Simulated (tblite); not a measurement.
Record of a relaxation.

Compound: C5H9NO3Si.
Numbering: `[OH:1][CH2:2][CH2:3][c:4]1[n:5][o:6][cH:7][c:8]1[O:9][SiH3:10]` (hydrogens: H11 on O1; H12, H13 on C2; H14, H15 on C3; H16 on C7; H17, H18, H19 on Si10)

Computed with GFN2-xTB (tblite), gas phase: L-BFGS steps from a force-field or distance-geometry start until the largest atomic force falls under 0.01 eV/Å. 4 of its 112 geometries are shown.

Step 0: E = -875.0108 eV, largest atomic force 2.448 eV/Å
```
atom  x, y, z in Å  |  force x, y, z in eV/Å
O1     -3.481   -0.498   -0.475    0.247   0.398   0.075
C2     -2.636    0.615   -0.211   -0.471  -0.858   0.534
C3     -1.535    0.233    0.808   -0.019   0.633   0.031
C4     -0.480   -0.605    0.187   -0.928  -1.591  -0.121
N5     -0.770   -1.847   -0.237    1.898   1.545  -0.044
O6      0.412   -2.352   -0.750   -0.202   0.932   0.459
C7      1.402   -1.423   -0.614   -0.962  -0.622   0.039
C8      0.891   -0.295   -0.014    0.071  -0.408  -0.331
O9      1.486    0.863    0.308    0.399   0.002  -0.071
Si10    3.084    1.197    0.068    0.609   0.111  -0.101
H11    -2.918   -1.257   -0.697   -0.045   0.140   0.075
H12    -2.212    0.961   -1.147    0.328   0.239  -0.265
H13    -3.262    1.409    0.220    0.036  -0.278  -0.147
H14    -1.090    1.155    1.196    0.103  -0.068  -0.075
H15    -1.989   -0.294    1.654   -0.055  -0.030  -0.215
H16     2.366   -1.732   -0.967   -0.015   0.160   0.050
H17     3.922    0.224    0.811   -0.291   0.161  -0.158
H18     3.392    2.565    0.534   -0.530  -0.435  -0.043
H19     3.408    1.091   -1.376   -0.172  -0.031   0.310
```

Step 37: E = -875.2517 eV, largest atomic force 0.016 eV/Å
```
atom  x, y, z in Å  |  force x, y, z in eV/Å
O1     -3.381   -0.535   -0.487   -0.008  -0.004   0.013
C2     -2.610    0.595   -0.204   -0.002   0.003  -0.002
C3     -1.494    0.307    0.815    0.013  -0.008   0.001
C4     -0.490   -0.608    0.212    0.002  -0.012  -0.006
N5     -0.803   -1.791   -0.252   -0.010   0.009  -0.008
O6      0.307   -2.345   -0.787    0.002   0.002   0.015
C7      1.331   -1.491   -0.652    0.004   0.002   0.005
C8      0.897   -0.356   -0.025    0.003   0.005  -0.010
O9      1.550    0.759    0.306    0.002  -0.003  -0.002
Si10    3.111    1.189    0.076   -0.006  -0.003   0.001
H11    -2.779   -1.281   -0.639   -0.011  -0.007  -0.006
H12    -2.159    1.000   -1.125    0.004   0.006  -0.014
H13    -3.296    1.343    0.201   -0.009   0.007   0.007
H14    -1.004    1.234    1.112    0.008  -0.005  -0.008
H15    -1.941   -0.164    1.693   -0.001   0.004   0.007
H16     2.286   -1.792   -1.032    0.007  -0.002  -0.001
H17     3.990    0.277    0.809    0.001   0.004  -0.005
H18     3.035    2.530    0.626   -0.001  -0.002   0.005
H19     3.438    1.136   -1.349    0.003   0.004   0.007
```

Step 74: E = -875.2539 eV, largest atomic force 0.016 eV/Å
```
atom  x, y, z in Å  |  force x, y, z in eV/Å
O1     -3.424   -0.544   -0.405   -0.001  -0.004  -0.006
C2     -2.631    0.590   -0.202    0.002  -0.005   0.005
C3     -1.473    0.327    0.774    0.007   0.000   0.009
C4     -0.486   -0.604    0.167    0.001  -0.005   0.010
N5     -0.806   -1.783   -0.299   -0.006   0.004  -0.004
O6      0.308   -2.354   -0.808   -0.004   0.004   0.000
C7      1.342   -1.514   -0.656    0.002  -0.002   0.009
C8      0.909   -0.371   -0.042    0.002   0.000   0.007
O9      1.562    0.737    0.307    0.001   0.003   0.006
Si10    3.117    1.197    0.102    0.004  -0.003   0.001
H11    -2.836   -1.294   -0.584   -0.004  -0.008  -0.006
H12    -2.221    0.956   -1.157   -0.012   0.000  -0.001
H13    -3.292    1.357    0.209    0.000   0.003  -0.007
H14    -0.970    1.260    1.028    0.005   0.011  -0.011
H15    -1.885   -0.116    1.684    0.000  -0.005   0.007
H16     2.300   -1.834   -1.009    0.002   0.008  -0.011
H17     4.013    0.280    0.806   -0.004  -0.010  -0.003
H18     3.015    2.513    0.708    0.003   0.002  -0.009
H19     3.449    1.202   -1.323    0.004   0.007   0.004
```

Step 111: E = -875.2564 eV, largest atomic force 0.010 eV/Å
```
atom  x, y, z in Å  |  force x, y, z in eV/Å
O1     -3.464   -0.641   -0.239   -0.003  -0.002  -0.007
C2     -2.705    0.533   -0.198    0.004   0.002   0.005
C3     -1.463    0.400    0.697    0.002  -0.001   0.004
C4     -0.480   -0.547    0.105    0.002   0.003  -0.001
N5     -0.810   -1.711   -0.392   -0.003   0.002  -0.006
O6      0.309   -2.299   -0.872   -0.003  -0.006   0.007
C7      1.355   -1.486   -0.668   -0.004   0.003  -0.008
C8      0.926   -0.346   -0.048    0.003   0.001   0.003
O9      1.597    0.737    0.348    0.002   0.006  -0.001
Si10    3.164    1.161    0.161    0.004   0.005  -0.001
H11    -2.869   -1.372   -0.465   -0.003  -0.002  -0.001
H12    -2.390    0.832   -1.210   -0.003  -0.004   0.001
H13    -3.364    1.308    0.202    0.000  -0.001   0.003
H14    -0.980    1.369    0.825   -0.002  -0.001  -0.001
H15    -1.779    0.032    1.676   -0.002   0.000   0.000
H16     2.317   -1.817   -1.000   -0.004  -0.001   0.003
H17     4.033    0.162    0.782    0.003   0.002   0.003
H18     3.112    2.434    0.858    0.000  -0.004  -0.003
H19     3.481    1.261   -1.264    0.007   0.000   0.002
```

Q: Summarise the path.

A: The energy falls by 0.2456 eV from step 0 to step 111; nine tenths of that is first reached at step 16. It falls at every step. The largest force goes from 2.448 to 0.010 eV/Å. Among the bonds C4–N5 changes most, from 1.345 to 1.308 Å; the atoms move by 0.234 Å rms after alignment.

The cost below is that of the whole relaxation. On one thread, Arm Neoverse N1 (aarch64), no GPU (shared host), this took 1.6 s.
